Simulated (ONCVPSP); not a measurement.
Varying the ONCV potential for Ta

Base potential:

* Element: Ta (Z = 73)
* Generator: ONCVPSP 4.0.1
* Type: optimised norm-conserving Vanderbilt (ONCV)
* Functional: LDA (Perdew-Zunger)
* Relativity: scalar-relativistic
* Frozen core: [Kr] 4d10 4f14
* Valence charge: 13
* Reference configuration: 5s2 5p6 5d3 6s2
* Partial waves: 5s+6s: rc 1.90 bohr, ncon 4, nbas 7, qcut 6.2 1/bohr, 3 projectors, debl 3.3 Ha; 5p: rc 1.70 bohr, ncon 4, nbas 7, qcut 7.7 1/bohr, 2 projectors, debl 2 Ha; 5d: rc 2.45 bohr, ncon 4, nbas 9, qcut 6.1 1/bohr, 1 projector
* Local potential: polynomial inside 1.25 bohr (lpopt 5, dvloc0 2 Ha)
* Core correction: Teter function, fcfact 3.75, rcfact 1

Cutoffs, loose and tight: the cutoffs (Ha) at which the residual kinetic energy of the hardest occupied pseudo-wave falls to 1 and 0.1 mHa per electron. They do not see the model core or the augmentation charge, which bear on the density cutoff. Test errors are all-electron minus pseudo excitation energies from the reference, over the configurations 5s2 5p6 5d3 6s1; 5s2 5p6 5d3 6s0; 5s2 5p6 5d2 6s0; 5s2 5p6 5d3 6s1 6p1. A dash means not determined; rows that change the core or the reference have their own tests.

```tsv
change	outcome	cutoff, loose	cutoff, tight	bound ghosts	GHOST(+) flags above zero	largest test error (meV)
base	generated	20 Ha	25 Ha	none	s	-14
s: nbas 8	generated	20 Ha	25 Ha	none	s	-15
d: qcut 7.3	generated	20 Ha	25 Ha	none	s	-13
s: qcut 6.6; p: qcut 8.2; d: qcut 6.5	generated	22 Ha	27 Ha	none	s	-13
core correction Teter function, fcfact 3.75, rcfact 1.32	generated	20 Ha	25 Ha	none	s	-15
d: nproj 3	generated	20 Ha	25 Ha	none	s, d	-15
s: debl 0.55	generated	20 Ha	25 Ha	none	s	-14
p: ncon 5, nbas 8	generated	24 Ha	30 Ha	none	s	-15
core correction Teter function, fcfact 7.6, rcfact 1	generated	20 Ha	25 Ha	none	s	-15
core correction Teter function, fcfact 5, rcfact 1.4	generated	20 Ha	25 Ha	none	s	-18
```

(1) What comes out with this change to the base: p: rc 2.12?

Answers

(1) outcome: generated; cutoff, loose: 14 Ha; cutoff, tight: 17 Ha; bound ghosts: none; GHOST(+) flags above zero: s; largest test error (meV): -13.
